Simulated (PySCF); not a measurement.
## Correlation energy of F (fluorine, neutral)

[He] 2s2 2p5, 2P determinant. All numbers are calculated (PySCF 2.14, no relativity, point nucleus, in def2-SVP). Frozen: 1s2; 7 electrons correlated.

MP2 pair energies summed by pair of shells (mhartree):

```
 pair  energy  share (%)
2p-2p  -89.84       64.9
2s-2p  -41.29       29.8
2s-2s   -7.26        5.2
```

Total MP2 correlation energy: -138.38 mhartree.

Same-spin part -35.42 and opposite-spin part -102.96 mhartree; SCS-MP2 scales them by 1/3 and 6/5 to -135.36 mhartree.

```csv
level,correlation energy (mhartree)
CCSD,-149.75
(T),-0.92
CCSD(T),-150.67
```

Diagnostics: T1 = 0.0034, D1 = 0.0055, largest double amplitude 0.047.

Problem. Is a single reference adequate?

Solution. Yes: T1 lies below 0.03 and no double amplitude reaches 0.07.
